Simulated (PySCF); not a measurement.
# Electronic structure of Ba³⁺ (barium, charge +3) at the B3LYP level

Configuration: [Kr] 4d10 5s2 5p5, 2P determinant. Computed with PySCF 2.14 in cc-pVDZ-X2C, with scalar relativity by spin-free X2C-1e.

| Item | Value |
| --- | --- |
| Total energy | -8132.92 hartree |
| One-electron energy | -11044.88 hartree |
| Hartree (Coulomb) energy | 3111.26 hartree |
| Exchange-correlation energy | -199.31 hartree |
| ⟨S²⟩ | 0.7505 |
| ⟨L²⟩ | 2.002 |
| Sum of ⟨r⟩ | 32.07 bohr |
| Sum of ⟨r²⟩ | 39.20 bohr² |
| Traceless quadrupole moment −½Σ⟨3z² − r²⟩ along its main axis | 1.54 e·bohr² |
| Langevin diamagnetic susceptibility | -31.0 ×10⁻⁶ cm³/mol |
| Time after the integrals | 0.31 s of wall time on 1 thread of Intel(R) Xeon(R) 6975P-C (shared host) |

| shell | electrons | mean orbital energy (eV) | spread (eV) | rms radius, mean of both spins (bohr) |
| --- | --- | --- | --- | --- |
| 1s α | 1 | -37297.3 | 0 | 0.0292 |
| 1s β | 1 | -37297.2 | 0 | 0.0292 |
| 2s α | 1 | -5941.8 | 0 | 0.119 |
| 2s β | 1 | -5941.8 | 0 | 0.119 |
| 2p α | 3 | -5335.9 | 0.169 | 0.106 |
| 2p β | 3 | -5335.8 | 0.061 | 0.106 |
| 3s α | 1 | -1286.3 | 0 | 0.311 |
| 3s β | 1 | -1286.2 | 0 | 0.311 |
| 3p α | 3 | -1090.4 | 0.404 | 0.311 |
| 3p β | 3 | -1090.4 | 0.268 | 0.311 |
| 3d α | 5 | -803.27 | 0.357 | 0.289 |
| 3d β | 5 | -803.21 | 0.275 | 0.289 |
| 4s α | 1 | -278.69 | 0 | 0.715 |
| 4s β | 1 | -278.53 | 0 | 0.715 |
| 4p α | 3 | -214.70 | 0.958 | 0.761 |
| 4p β | 3 | -214.53 | 0.660 | 0.761 |
| 4d α | 5 | -120.55 | 1.011 | 0.861 |
| 4d β | 5 | -120.37 | 0.762 | 0.861 |
| 5s α | 1 | -61.224 | 0 | 1.73 |
| 5s β | 1 | -59.988 | 0 | 1.73 |
| 5p α | 3 | -44.553 | 1.579 | 1.98 |
| 5p β | 2 | -43.560 | 0 | 1.98 |

Spin-orbit coupling, absent here, splits the open shell strongly.

Densities and radii are taken from the X2C orbitals without a picture-change correction, which distorts them close to the nucleus.
